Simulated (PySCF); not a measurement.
## SMILES C#Cc1ncncn1, C₅H₃N₃

Geometry:
```tsv
atom	x (Å)	y (Å)	z (Å)
C1	3.050	-0.346	-0.218
C2	1.849	-0.197	-0.169
C3	0.424	-0.021	-0.112
N4	-0.343	-1.089	-0.352
C5	-1.648	-0.860	-0.287
N6	-2.219	0.309	-0.011
C7	-1.360	1.299	0.212
N8	-0.037	1.201	0.177
H9	4.116	-0.479	-0.262
H10	-2.313	-1.711	-0.478
H11	-1.779	2.285	0.445
```

Computed, not measured: quadratic response CAM-B3LYP/def2-SVPD first hyperpolarisability, Taylor convention, gas phase in PySCF. Geometry: PBE0-D3(BJ)/def2-SVP.

(1) Give β for the processes computed.

(2) Which lowest excitations, dipole and polarisabilities go with it?

## Answers

(1) In au, Taylor convention; the vector part is βᵢ = ⅓ Σⱼ (βᵢⱼⱼ + βⱼᵢⱼ + βⱼⱼᵢ); β∥ is 3/5 of the vector part along the dipole, the dipole points from − to +:
```
                   process  λ (nm)  β vector norm     β∥  β HRS  depolarisation ratio
           static β(0;0,0)       ∞          225.2  135.1  103.4                  3.76
second harmonic β(−2ω;ω,ω)    1064          308.1  184.9  139.3                  3.92
         Pockels β(−ω;ω,0)    1064          248.9  149.4      –                     –
second harmonic β(−2ω;ω,ω)     800          405.1  243.0  181.3                  4.04
         Pockels β(−ω;ω,0)     800          269.6  161.8      –                     –
```

(2) S1 4.39 eV (f = 0.000); S2 4.66 eV (f = 0.006); S3 4.85 eV (f = 0.006); dipole 0.54 D; isotropic α 75.4 au static, 76.4 au at 1064 nm, 77.2 au at 800 nm, 79.7 au at 532 nm, 83.9 au at 400 nm.
